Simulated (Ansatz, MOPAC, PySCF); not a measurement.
Bond stretch in SMILES [SiH3]N. The N2–H7 bond (N2 also carries H, Si; H7 carries nothing else) is stretched with both fragments frozen at the PBE0/def2-TZVP optimised geometry.

Computed with: RCCSD = Ansatz (a quantum-chemistry and plane-wave program) with CCSD on RHF/cc-pVTZ, frozen core; UCCSD(T) = CCSD(T) on UHF/cc-pVTZ, frozen core (Ansatz); PM3, restricted, heats of formation (MOPAC); RKS-M06-2X/6-31G* = restricted M06-2X/6-31G*, spherical d (PySCF).

Energies are in eV, each relative to the lowest point of its own curve near equilibrium.

```json
[
 {"R / Å": "0.80", "RCCSD": "1.577", "UCCSD(T)": "1.594", "PM3": "1.093", "RKS-M06-2X/6-31G*": "1.692"},
 {"R / Å": "0.86", "RCCSD": "0.682", "UCCSD(T)": "0.695", "PM3": "0.484", "RKS-M06-2X/6-31G*": "0.749"},
 {"R / Å": "0.92", "RCCSD": "0.204", "UCCSD(T)": "0.212", "PM3": "?", "RKS-M06-2X/6-31G*": "0.238"},
 {"R / Å": "0.95", "RCCSD": "0.080", "UCCSD(T)": "0.086", "PM3": "0.045", "RKS-M06-2X/6-31G*": "0.101"},
 {"R / Å": "0.98", "RCCSD": "?", "UCCSD(T)": "?", "PM3": "?", "RKS-M06-2X/6-31G*": "0.025"},
 {"R / Å": "1.01", "RCCSD": "0.000", "UCCSD(T)": "0.000", "PM3": "0.000", "RKS-M06-2X/6-31G*": "0.000"},
 {"R / Å": "1.04", "RCCSD": "0.025", "UCCSD(T)": "0.023", "PM3": "0.034", "RKS-M06-2X/6-31G*": "0.017"},
 {"R / Å": "1.07", "RCCSD": "0.085", "UCCSD(T)": "0.079", "PM3": "0.098", "RKS-M06-2X/6-31G*": "?"},
 {"R / Å": "1.11", "RCCSD": "0.205", "UCCSD(T)": "0.196", "PM3": "0.221", "RKS-M06-2X/6-31G*": "0.182"},
 {"R / Å": "1.18", "RCCSD": "0.501", "UCCSD(T)": "0.484", "PM3": "0.510", "RKS-M06-2X/6-31G*": "0.468"},
 {"R / Å": "1.25", "RCCSD": "0.865", "UCCSD(T)": "0.840", "PM3": "0.849", "RKS-M06-2X/6-31G*": "0.826"},
 {"R / Å": "1.37", "RCCSD": "1.561", "UCCSD(T)": "1.521", "PM3": "1.453", "RKS-M06-2X/6-31G*": "1.521"},
 {"R / Å": "1.51", "RCCSD": "2.383", "UCCSD(T)": "2.323", "PM3": "2.149", "RKS-M06-2X/6-31G*": "2.361"},
 {"R / Å": "1.65", "RCCSD": "3.141", "UCCSD(T)": "3.085", "PM3": "2.886", "RKS-M06-2X/6-31G*": "3.164"},
 {"R / Å": "1.84", "RCCSD": "4.012", "UCCSD(T)": "3.953", "PM3": "3.983", "RKS-M06-2X/6-31G*": "4.150"},
 {"R / Å": "2.03", "RCCSD": "4.677", "UCCSD(T)": "4.615", "PM3": "5.011", "RKS-M06-2X/6-31G*": "4.999"},
 {"R / Å": "2.23", "RCCSD": "—", "UCCSD(T)": "4.960", "PM3": "5.858", "RKS-M06-2X/6-31G*": "5.746"},
 {"R / Å": "2.50", "RCCSD": "—", "UCCSD(T)": "5.058", "PM3": "6.679", "RKS-M06-2X/6-31G*": "6.534"},
 {"R / Å": "2.66", "RCCSD": "—", "UCCSD(T)": "?", "PM3": "7.043", "RKS-M06-2X/6-31G*": "6.897"},
 {"R / Å": "3.05", "RCCSD": "—", "UCCSD(T)": "5.075", "PM3": "7.660", "RKS-M06-2X/6-31G*": "7.536"},
 {"R / Å": "3.51", "RCCSD": "—", "UCCSD(T)": "5.078", "PM3": "8.084", "RKS-M06-2X/6-31G*": "7.987"}
]
```

Q: What belongs in the gaps?

A: 
- 0.92, PM3: 0.136
- 0.98, RCCSD: 0.015
- 0.98, UCCSD(T): 0.018
- 0.98, PM3: 0.002
- 1.07, RKS-M06-2X/6-31G*: 0.069
- 2.66, UCCSD(T): 5.069

Dashes: no converged value, or the column stops at the first point that the program doubted or that broke a chosen test of continuity, which isn't proof of a fault.

The T1 diagnostic of CCSD on the restricted reference of RCCSD exceeds 0.045 at 2.66 to 3.51 Å. The unrestricted determinant behind UCCSD(T) is spin-contaminated at 1.51 to 3.51 Å (<S²> up to 1.0, against 0.00 for a pure singlet). The restricted form behind PM3, RKS-M06-2X/6-31G* keeps the bonding electrons paired and can't separate into open-shell fragments.
